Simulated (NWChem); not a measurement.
System: CH$_{5}$ClGaN; SMILES [NH2][Ga]([CH3])[Cl]

```xyz
9

Ga    -0.0273    -0.3168     0.0000
Cl     0.1439     1.8441     0.0000
C      1.5779    -1.4195     0.0000
H      2.1850    -1.1916    -0.8887
H      1.3339    -2.4913     0.0000
H      2.1850    -1.1916     0.8887
N     -1.7437    -0.8679     0.0000
H     -2.0389    -1.8359     0.0000
H     -2.5273    -0.2266     0.0000
```
Atoms are numbered in this order, from 1.

All runs: NWChem. All runs use the structure optimised with PBE0/def2-SVP. Total energies compare along this basis series because the functional is fixed.

```json
[
 {"level": "Hartree-Fock/cc-pVDZ", "basis functions": "98", "energy (Ha)": "-2478.0438", "highest occupied level (eV)": "-10.81", "orbital gap (eV)": "13.66", "dipole (D)": "3.14"},
 {"level": "Hartree-Fock/aug-cc-pVDZ", "basis functions": "154", "energy (Ha)": "-2478.0583", "highest occupied level (eV)": "-10.94", "orbital gap (eV)": "11.66", "dipole (D)": "3.01"},
 {"level": "Hartree-Fock/cc-pVTZ", "basis functions": "207", "energy (Ha)": "-2478.1669", "highest occupied level (eV)": "-10.92", "orbital gap (eV)": "13.53", "dipole (D)": "3.00"}
]
```
